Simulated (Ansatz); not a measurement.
Two structures of Si2H8O2, singlet, reached by relaxing down either side of one saddle point (PBE0-D4/def2-TZVP). Energies are electronic, without zero-point energy. Computed with Ansatz 0.2.0 (basis: def2-TZVPP and def2-QZVPP); correlated methods freeze the cores. Extrapolation: Hartree–Fock as exp(−7.88 √X), correlation as X^−2.97. First:

```
12
angstrom
Si 0.6672 -0.0443 -1.4053
O 1.0474 1.5009 -1.0078
O -0.6907 -0.5564 -0.6653
Si -1.3886 -0.9950 0.7493
H 0.4168 -0.1632 -2.8616
H 1.8234 -0.8509 -0.9580
H 1.2585 1.2974 1.6537
H 1.1889 1.0005 2.3362
H 0.5009 2.2055 -1.3584
H -1.8996 0.2066 1.4562
H -0.4055 -1.6950 1.6167
H -2.5188 -1.9061 0.4443
```

Second:

Si1  (0.417, 0.062, -0.364)
O2  (2.005, 2.279, -1.135)
O3  (-0.519, -1.224, 0.058)
Si4  (-1.614, -1.847, 1.087)
H5  (0.013, 0.456, -1.736)
H6  (1.828, -0.377, -0.313)
H7  (1.943, 2.978, -0.479)
H8  (0.147, 1.155, 0.607)
H9  (1.648, 2.654, -1.943)
H10  (-1.967, -0.854, 2.139)
H11  (-1.057, -3.062, 1.737)
H12  (-2.845, -2.220, 0.343)
(Å)

(1) Which bonds change from the first to the second?

(2) Give the saddle point's structure and its height above each. (An estimate is asked for; the value comes from the calculation.)

No T1 diagnostic of these runs exceeds 0.013.

## Answers

(1) Si₂H₆O₂ ([OH][SiH2][O][SiH3]) + H₂ → Si₂H₆O ([SiH3][O][SiH3]) + H₂O; bonds formed: Si1–H8, O2–H7; bonds broken: Si1–O2, H7–H8.

(2) Computed: 246.3 kJ/mol above the first and 162.9 kJ/mol above the second (CCSD(T) at an estimated basis limit (MP2 extrapolated from triple and quadruple zeta, plus CCSD(T) − MP2 in triple zeta)).
```
atom    x (Å)    y (Å)    z (Å)
 Si1   0.8239  -0.0574  -0.8277
  O2   1.1196   1.7882  -0.7244
  O3  -0.6429  -0.7319  -0.5030
 Si4  -1.4129  -1.0473   0.9182
  H5   0.7003   0.0430  -2.3136
  H6   2.0566  -0.8534  -0.6163
  H7   0.9654   1.4878   0.3263
  H8   0.9164   0.4429   0.8700
  H9   0.4724   2.3711  -1.1417
 H10  -1.8084   0.2201   1.5879
 H11  -0.5582  -1.8394   1.8397
 H12  -2.6322  -1.8236   0.5846
```

Labels in which every atom is bracketed show which atoms are joined, not bond orders.

For scale, one of the runs: CCSD(T)/def2-TZVPP, 258 basis functions, launched by `ansatz run in.yaml --threads 4 --pin off --events-out ev --progress --plain --max-ram 9574MiB`. The run took 2.3 min on 4 CPU threads of an Arm Neoverse V2 (shared host), with 5.7 GiB of host memory at its peak.
